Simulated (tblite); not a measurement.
Species: C₄H₄ClOP.
SMILES: `C1=C[P@H](=O)C=C1Cl`

The geometry is computed with GFN2-xTB (gas phase).

Take the most abundant isotopes and a rigid rotor. 

(1) What are A, B and C (cm⁻¹)?

(2) What kind of rotor is it?

(3) Is it planar, by Δ = Ic − Ia − Ib?

(4) Give the other two planar moments, Paa and Pbb, and the rms extents of the mass along the axes.

(5) Give the coordinates in the principal-axis frame, origin at the centre of mass.

Answers

(1) Ia = 96.16, Ib = 477.28, Ic = 550.14 u·Å²; 505379 MHz·u·Å²/I gives 5256, 1059 and 918.6 MHz, that is A = 0.17531, B = 0.03532, C = 0.03064 cm⁻¹.

(2) A near-prolate asymmetric top: κ = (2 × 1059 − 5256 − 918.6)/(5256 − 918.6) = -0.94.

(3) Not planar: Δ = Ic − Ia − Ib = -23.30 u·Å². For a rigid frame Δ = −2 Σ m c², so Σ m c² = 11.65 u·Å² lies off the ab plane: 2.87 from hydrogen and 8.78 from heavier atoms. The atom farthest from that plane is 1.64 Å away.

(4) Paa = Σ m a² = (Ib + Ic − Ia)/2 = 465.63 and Pbb = Σ m b² = (Ia + Ic − Ib)/2 = 84.51 u·Å². With the mass M = 133.97 u, the rms extents √(P/M) along a, b and c are 1.86, 0.79, 0.29 Å.

(5) The sense of each axis is arbitrary; atoms in the order of the calculation.
| atom | mass (u) | a (Å) | b (Å) | c (Å) |
| --- | --- | --- | --- | --- |
| O1 | 15.995 | -2.707 | -0.643 | 0.584 |
| P2 | 30.974 | -1.631 | -0.162 | -0.280 |
| C3 | 12.000 | -0.911 | 1.480 | -0.002 |
| C4 | 12.000 | 0.417 | 1.366 | 0.086 |
| C5 | 12.000 | 0.917 | -0.001 | -0.031 |
| Cl6 | 34.969 | 2.601 | -0.281 | 0.084 |
| C7 | 12.000 | -0.006 | -0.956 | -0.215 |
| H8 | 1.008 | -1.946 | -0.153 | -1.638 |
| H9 | 1.008 | -1.466 | 2.400 | 0.059 |
| H10 | 1.008 | 1.107 | 2.180 | 0.243 |
| H11 | 1.008 | 0.187 | -2.008 | -0.321 |

Its GFN2-xTB frequencies are all real (lowest 99 cm⁻¹). Constants of a rigid frame at the computed geometry: no zero-point averaging, no centrifugal distortion.

Time: 0.2 s. Hardware: an Arm Neoverse V1 with one thread, shared host with 32 logical CPUs at a one-minute load of 17. That covers the optimisation of the geometry.
